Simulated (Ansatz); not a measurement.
Mulliken charges of C$_{2}$H$_{3}$BrFI (`FCC(Br)I`) from r2SCAN/def2-TZVPP in Ansatz (PBE0-D4/def2-TZVP geometry).

| atom | x (Å) | y (Å) | z (Å) | charge (e) |
| --- | --- | --- | --- | --- |
| F1 | -0.780 | 0.344 | 1.570 | -0.222 |
| C2 | 0.307 | 0.084 | 0.784 | 0.156 |
| C3 | -0.077 | -0.127 | -0.657 | -0.047 |
| Br4 | -1.175 | -1.701 | -0.868 | -0.083 |
| I5 | -0.998 | 1.618 | -1.483 | -0.039 |
| H6 | 0.997 | 0.931 | 0.850 | 0.057 |
| H7 | 0.796 | -0.821 | 1.160 | 0.060 |
| H8 | 0.815 | -0.294 | -1.255 | 0.117 |

By hand: the dipole of these point charges (1 e Å = 4.8032 D).

Σ q r = (0.561, -0.010, -0.094) e Å, of length 0.569 e Å = 2.73 D.

How does the dipole of the full density compare? (Estimate.)

The calculation gave: (0.507, -0.019, -0.021) e Å, 2.44 D; the point charges give 1.12 times that, at 7° from its direction.

Point charges leave out the atoms' own dipoles, such as those of lone pairs, and Mulliken's split depends on the basis, so the close match here is no proof of good charges.
